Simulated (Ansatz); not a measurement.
Input file for CH8GeSn, SMILES `[CH3][SnH2][GeH3]`:

```yaml
crystal:
  periodic: [false, false, false]
  atoms:
    - {symbol: C, position_ang: [-1.356841, 1.340662, -0.388198]}
    - {symbol: Sn, position_ang: [-0.284713, -0.473703, -0.783752]}
    - {symbol: Ge, position_ang: [1.530798, -0.873299, 1.031793]}
    - {symbol: H, position_ang: [-2.112550, 1.498943, -1.157694]}
    - {symbol: H, position_ang: [-1.845907, 1.277862, 0.583771]}
    - {symbol: H, position_ang: [-0.668131, 2.185363, -0.386233]}
    - {symbol: H, position_ang: [-1.382637, -1.787532, -0.806883]}
    - {symbol: H, position_ang: [0.450046, -0.373123, -2.327186]}
    - {symbol: H, position_ang: [0.887774, -0.972479, 2.426768]}
    - {symbol: H, position_ang: [2.311977, -2.172461, 0.771635]}
    - {symbol: H, position_ang: [2.535384, 0.292668, 1.056577]}
basis:
  gaussian: {orbitals: def2-TZVPP}
correlation: {method: ccsd_t}
output: {orbitals: {seedname: orbitals}}
```

```sh
$ ansatz run in.yaml --threads 4 --pin off --events-out ev --progress --plain --max-ram 10444MiB
```

Output of Ansatz, abridged:

```
Functional definition: HF
1570 factors; integrals over basis functions are off by at most 1.1e-3 eV
mean field evaluation 1: about -63433.9468 eV, gradient 2.8e1 eV
mean field evaluation 2: about -63434.0586 eV, gradient 2.8e1 eV
mean field evaluation 4: about -63436.4010 eV, gradient 3.1e0 eV
mean field evaluation 8: about -63436.4400 eV, gradient 1.9e-1 eV
mean field -63436.44012848 eV, -2331.2461759581 hartree, gradient 1.6e-6 eV, S^2 0.000000; 0 other end points of the search recorded, 0 dependent functions left out
14 core orbitals not correlated: weight in the atoms' cores, before any rotation towards them, 1.000 or more for the frozen orbitals, at most 0.000 for the correlated occupied ones
reference -63436.44012848 eV, -2331.2461759581 hartree; 20, 20 occupied and 207, 207 virtual orbitals, 1570 factors
second order -21.44285159 eV of doubles, -0.00000000 eV of singles
cycle   1  -21.60004683 eV  change   -1.6e-1 eV  update   1.1e-1
cycle   2  -22.27778756 eV  change   -6.8e-1 eV  update   3.1e-2
cycle   3  -22.34683452 eV  change   -6.9e-2 eV  update   1.4e-2
cycle   4  -22.33876359 eV  change    8.1e-3 eV  update   3.3e-3
cycle   5  -22.33778420 eV  change    9.8e-4 eV  update   1.1e-3
cycle   6  -22.33751869 eV  change    2.7e-4 eV  update   2.9e-4
cycle   7  -22.33740126 eV  change    1.2e-4 eV  update   8.8e-5
cycle   8  -22.33739949 eV  change    1.8e-6 eV  update   2.7e-5
perturbative correction -0.71908639 eV, -0.0264259374 hartree
Total energy: -63459.49661436 eV, -2332.0934861860 hartree
```

Hardware: 4 threads of an AMD EPYC 9R45 on a shared host. Wall time 66 s, peak host memory 5.1 GiB.

The correlation energy is -23.056 eV, 3.1 % of it from (T); the T1 diagnostic reads 0.0118.
